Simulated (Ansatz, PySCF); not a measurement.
Barrier from R1 to the saddle point P1, each structure at its B3LYP-D3(BJ)/def2-SVP stationary point, reached from a drawn start; harmonic modes at that level show the others as minima.
R1, NH3 (SMILES N) (charge 0, multiplicity 1, Z-matrix in Å and degrees):
```
N
H 1 1.0227
H 1 1.0227 2 105.13
H 1 1.0227 2 105.13 3 -110.69
```
P1, H3N, a first-order saddle point (one imaginary mode, 800i cm⁻¹) (charge 0, multiplicity 1):
```xyz
4

N      0.0000     0.0000     0.0000
H      1.0048     0.0000     0.0000
H     -0.5024     0.8702     0.0000
H     -0.5024    -0.8702     0.0000
```

P less R. No zero-point or thermal terms. No path was followed down from the saddle.

Correlated levels freeze the cores. CBS: X⁻³ extrapolation of the correlation energy, Hartree–Fock from the larger set.

Programs: Ansatz (Gaussian basis) for Hartree–Fock, density functionals and correlated methods; PySCF for the D3/D4 terms. No computed number here is a measurement.

The comparison value is 242.7 meV (CCSD(T)/CBS(cc-pVTZ, cc-pVQZ)). It is a level with limits of its own, not the exact answer.

Task: Order these levels by how close they come to the comparison value for the barrier height, closest first: PBE0-D4/def2-TZVPP, SCS-MP2/cc-pVDZ, BLYP/def2-TZVPP, MP2/cc-pVQZ, B3LYP/def2-TZVPP. Give each level's value less the comparison value.

Result: MP2/cc-pVQZ (-10.7 meV), BLYP/def2-TZVPP (-22.3 meV), PBE0-D4/def2-TZVPP (-31.6 meV), B3LYP/def2-TZVPP (-39.3 meV), SCS-MP2/cc-pVDZ (126.7 meV)

Ansatz is a quantum-chemistry and plane-wave program.
